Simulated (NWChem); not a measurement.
AlH$_{2}$O$_{2}$Cl; SMILES [OH][Al]([Cl])[OH]

```xyz
6

Al    -0.0059     0.4153     0.0000
Cl    -0.0041    -1.6749     0.0000
O     -1.5020     1.1952     0.0000
H     -1.6202     2.1462     0.0000
O      1.4332     1.3041     0.0000
H      2.3169     0.9336     0.0000
```
Atoms are numbered in this order, from 1.

Program: NWChem. Pople sets run with spherical d functions. Medium grid unless said otherwise, to which SCAN and Minnesota functionals are sensitive. Geometry: optimised at PBE0/def2-SVP. Hybrids' shares of exact exchange are those that their runs print; pure functionals count as 0. The functionals differ in more than this share.

| row | share of exact exchange | orbital gap (eV) |
|---|---|---|
| PBE/6-31G* | 0.00 | 5.78 |
| BLYP/6-31G* | 0.00 | 5.69 |
| B3LYP/6-31G* | 0.20 | 7.80 |
| PBE0/6-31G* | 0.25 | 8.43 |
| M05-2X/6-31G* | 0.56 | withheld |
| Hartree-Fock/6-31G* | 1.00 | 14.96 |

Question: Fit a straight line of the last column on the one before it, predict the withheld value, and compare with the run.

Answer: 
1. Means of the 5 shown rows: x = 0.290, y = 8.532. Slope Σ(x − x̄)(y − ȳ)/Σ(x − x̄)² = 6.256/0.6820 = 9.173; intercept 5.872.
2. The shown rows scatter about the line by 0.160 (root mean square); the largest residual is +0.26, at PBE0/6-31G*.
3. At x = 0.56 (M05-2X/6-31G*; inside the shown range) the line gives 11.01.
4. The run gives 10.82, -0.19 from the line, 1.2 times the scatter.
